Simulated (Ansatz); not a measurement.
`[SiH3]C1=C(Br)C1`, charge 0, multiplicity 1.

Problem. Give a relaxed structure at PBE0-D4/def2-TZVP (Ansatz 0.2.0). (Estimate.)

Solution. The calculation gave: 
Z-matrix (Å, degrees):
```
Si
C 1 1.833
H 1 1.485 2 109.1
H 1 1.485 2 109.2 3 118.8
H 1 1.484 2 109.9 3 -120.6
C 2 1.294 1 154.1 3 121.4
C 2 1.546 1 144.6 3 -58.7
Br 6 1.837 2 147.1 1 -0.0
H 7 1.090 2 118.7 1 73.5
H 7 1.090 2 118.8 1 -73.4
```
Point group Cs.
This is one stationary point; other conformers may exist.
